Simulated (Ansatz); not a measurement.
**A relaxation, step by step**

GeH₂ClF₃, closed shell, PBE0-D4/def2-TZVP (Ansatz 0.2.0). Settings:

```yaml
hamiltonian: {xc: pbe0, dispersion: d4}
relax: {f_tol: 0.005, max_steps: 200}
```

Start, a step off a saddle point along its unstable mode:

```xyz
7
angstrom
Ge -0.4933 -0.1300 0.1705
H 0.7924 -0.8855 0.5736
F -1.2027 -1.4705 -0.6276
F -0.8706 0.3668 1.7667
F -1.3764 1.1323 -0.6747
H 1.5663 0.0253 -0.2406
Cl 1.5842 0.9616 -0.9677
```

```csv
step,energy less the last (meV),largest force component (eV/Å)
1,1763.6,4.067
5,274.0,0.398
9,123.5,0.691
13,84.2,0.034
17,80.1,0.049
21,79.7,0.012
25,79.5,0.083
29,77.5,0.074
33,72.3,0.140
37,60.2,0.161
41,49.0,0.283
45,34.2,0.216
49,18.4,0.091
53,6.1,0.290
57,0.1,0.025
58,0.0,0.001
```

Step 9, positions (Å) and forces (eV/Å):

```json
{"atom": "Ge1", "x": "-0.935", "y": "-0.322", "z": "0.388", "Fx": "0.184", "Fy": "-0.085", "Fz": "0.035"}
{"atom": "H2", "x": "0.533", "y": "-0.681", "z": "0.474", "Fx": "-0.025", "Fy": "0.014", "Fz": "-0.006"}
{"atom": "F3", "x": "-1.853", "y": "-1.613", "z": "-0.245", "Fx": "-0.111", "Fy": "-0.080", "Fz": "-0.034"}
{"atom": "F4", "x": "-1.575", "y": "0.040", "z": "1.926", "Fx": "-0.097", "Fy": "0.025", "Fz": "0.109"}
{"atom": "F5", "x": "-1.277", "y": "1.026", "z": "-0.594", "Fx": "-0.021", "Fy": "0.095", "Fz": "-0.069"}
{"atom": "H6", "x": "3.013", "y": "0.374", "z": "-0.734", "Fx": "-0.620", "Fy": "0.601", "Fz": "-0.372"}
{"atom": "Cl7", "x": "2.094", "y": "1.176", "z": "-1.216", "Fx": "0.691", "Fy": "-0.570", "Fz": "0.336"}
```

Step 41, positions (Å) and forces (eV/Å):

| atom | x | y | z | Fx | Fy | Fz |
| --- | --- | --- | --- | --- | --- | --- |
| Ge1 | -0.837 | -0.164 | 0.586 | 0.011 | 0.033 | 0.014 |
| H2 | 0.399 | -0.184 | 1.460 | 0.002 | 0.002 | 0.009 |
| F3 | -0.750 | -1.263 | -0.719 | 0.015 | -0.014 | -0.026 |
| F4 | -2.236 | -0.607 | 1.465 | -0.012 | -0.007 | 0.002 |
| F5 | -1.178 | 1.373 | -0.073 | -0.009 | -0.004 | 0.003 |
| H6 | 2.565 | -0.115 | -1.572 | 0.120 | -0.283 | -0.114 |
| Cl7 | 2.037 | 0.960 | -1.148 | -0.128 | 0.274 | 0.112 |

Step 57, positions (Å) and forces (eV/Å):

| atom | x | y | z | Fx | Fy | Fz |
| --- | --- | --- | --- | --- | --- | --- |
| Ge1 | -0.736 | -0.096 | 0.583 | -0.008 | 0.011 | 0.013 |
| H2 | 0.354 | 0.074 | 1.620 | -0.001 | 0.000 | -0.001 |
| F3 | -0.254 | -1.081 | -0.738 | -0.005 | -0.007 | -0.006 |
| F4 | -2.126 | -0.856 | 1.223 | 0.008 | 0.001 | -0.007 |
| F5 | -1.271 | 1.371 | -0.101 | 0.002 | -0.006 | 0.001 |
| H6 | 1.667 | -0.167 | -1.572 | 0.018 | 0.025 | 0.016 |
| Cl7 | 2.367 | 0.754 | -1.015 | -0.014 | -0.023 | -0.016 |

Last step (58):

| atom | x (Å) | y (Å) | z (Å) |
| --- | --- | --- | --- |
| Ge1 | -0.7379 | -0.0956 | 0.5840 |
| H2 | 0.3528 | 0.0764 | 1.6192 |
| F3 | -0.2554 | -1.0790 | -0.7389 |
| F4 | -2.1252 | -0.8591 | 1.2231 |
| F5 | -1.2754 | 1.3711 | -0.0993 |
| H6 | 1.6649 | -0.1649 | -1.5683 |
| Cl7 | 2.3761 | 0.7511 | -1.0197 |

Hardware: 8 CPU threads of an Intel Xeon 6975P-C, shared host. Wall time about 55 s.
